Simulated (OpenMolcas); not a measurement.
**Re4+: moving the ligands**

Re4+ with 5 ligands (fluoride) in trigonal bipyramidal coordination (D3h) at 1.88 Å, the axial distance 2.049 Å. A charge of +0.2 e stands 2.8 Å behind each ligand. Ligand basis ANO-RCC-VDZP.

| Quantity | Value |
| --- | --- |
| Program | OpenMolcas 26.06 |
| Method | SS-CASPT2, IPEA 0.25 Eh, imaginary shift 0.1 Eh (the 29 lowest orbitals frozen, all others correlated) |
| Basis | ANO-RCC-VTZP [8s7p5d3f2g1h] |
| Scalar Hamiltonian | DKH2, point nucleus |
| Active space | 3 electrons in 5 orbitals (5d) |
| State averaging | 2S+1 = 4 even, 10 roots; 2S+1 = 2 even, 40 roots |
| Spin-orbit coupling | RASSI with atomic mean-field integrals over the reference wave functions |

Runs around this geometry, states (labels of D3, the rotations of D3h). Energies in cm-1 above the lowest state or level, χT in cm3 K/mol.

```tsv
R (Å)	Ground state	First state of that spin	First gap with spin-orbit (degeneracies)	χT at 300 K	First state of another spin
1.82	2E	2E 9080	280 (2, 2)	0.433	4E 200
1.88	4E	4E 17620	150 (2, 2)	0.521	2E 1310
1.99	4E	4E 15280	530 (2, 2)	0.471	2E 3520
```

The ground state changes within this set.

Roots that are degenerate in the reference are averaged as groups; the widest CASPT2 spread within a group is 180 cm-1 (the 2-fold group of multiplicity 2 near 50400 cm-1 above the lowest state of its run, R = 1.88). Shifts and gaps below about the spread of the groups concerned are not significant. Over all roots computed the reference weight is 0.70 to 0.71 in R = 1.82, 0.69 to 0.71 in R = 1.88, 0.69 to 0.70 in R = 1.99; a low but even weight reflects the number of correlated electrons. An orbital doublet at a regular site is open to a Jahn-Teller distortion, which this geometry leaves out. Ligand-to-metal charge-transfer states are missing. With no ligand orbital active B as a rule stays too high, so bands that hang on it stand too high and its fall with covalency is understated. Spin-orbit coupling mixes the spin-free states strongly: the lowest level takes only 52 % from its leading state, 2E (holds for R = 1.82). The least metal-like active orbital is 74 % on the metal (Löwdin) and no ligand orbital is active, so the numbers are rough (holds for R = 1.82). The least metal-like active orbital is 76 % on the metal (Löwdin) and no ligand orbital is active, so the numbers are rough (holds for R = 1.88). The least metal-like active orbital is 78 % on the metal (Löwdin) and no ligand orbital is active, so the numbers are rough (holds for R = 1.99). No measured value stands beside these numbers; the geometry is a model, was not optimised and need not be the one that this ion takes.
